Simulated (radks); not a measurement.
Results of a calculation; reference values are marked as such.
Isoelectronic series with 51 electrons, all held in the configuration [Kr] 4d10 5s2 5p3, which need not be the ground one along the series. Code: a radial shooting solver on a logarithmic mesh with Libxc functionals. Model: scalar-relativistic Kohn-Sham, r2SCAN, spin-unpolarised, spherical densities, finite nucleus; meta-GGA in the generalised Kohn-Sham scheme; Fermi nuclear charge, rms radius of each element as measured or else 0.836 A^(1/3) + 0.57 fm. Total energies (hartree) and mean radii <r> (bohr):

Sb: E (hartree) -6482.14172; 5p 2.894; 5s 2.251
Xe3+: E (hartree) -7445.56785; 5p 2.007; 5s 1.759
La6+: E (hartree) -8485.6287; 5p 1.623; 5s 1.473
Nd9+: E (hartree) -9603.4491; 5p 1.384; 5s 1.279
Eu12+: E (hartree) -10800.4119; 5p 1.215; 5s 1.134
Dy15+: E (hartree) -12078.2053; 5p 1.086; 5s 1.021
Tm18+: E (hartree) -13438.7184; 5p 0.9840; 5s 0.9287
Hf21+: E (hartree) -14883.9333; 5p 0.9005; 5s 0.8523
Re24+: E (hartree) -16416.2888; 5p 0.8305; 5s 0.7874
Pt27+: E (hartree) -18038.2885; 5p 0.7709; 5s 0.7315
